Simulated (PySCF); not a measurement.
**Spin states of ZnH⁺**

Unrestricted PBE0; basis Zn 6-31G(d,p), H 6-31G(d,p); no relativity; PySCF 2.14. Outer shells of the fragments: Zn+ 3d10 4s1; H 1s1.

Followed along the bond (rough minima from three points):

```
2Ms+1  unpaired  ⟨S²⟩ at the start  R at minimum (Å)  Te (eV)
    1      none               0.00              1.51     0.00
    3      σ ↑↑               2.00  none in the scan   ≤ 3.19
```

Solutions found at the starting distance of 1.610 Å, counted from the lowest of them; the search is not exhaustive and high or unbound solutions are not listed, so other states can lie among these:

| 2Ms+1 | unpaired | term | E (eV) | ⟨S²⟩ | ⟨Lz²⟩ | μ (D) |
| --- | --- | --- | --- | --- | --- | --- |
| 1 | none | ¹Σ⁺ | 0.00 | 0.00 | 0.00 | -1.71 |
| 3 | σ ↑↑ | ³Σ⁺ | 3.44 | 2.00 | 0.00 | 2.11 |
| 3 | σ ↑, π ↑ | ³Π | 7.05 | 2.01 | 1.00 | 1.09 |
| 3 | σ ↑, π ↑ | ³Π | 9.73 | 2.01 | 1.00 | 0.21 |
| 3 | σ ↑, δ ↑ | ³Δ | 9.80 | 2.01 | 4.00 | 0.18 |

A term symbol is given only where ⟨S²⟩ and ⟨Lz²⟩ are close to those of a pure state; real π, δ and φ orbitals otherwise mix terms. A positive dipole points towards H; it is taken about the centre of mass and depends on that origin.

Counting both spins, an empty level lies below a filled one in some of these solutions, because spin and occupation are held.
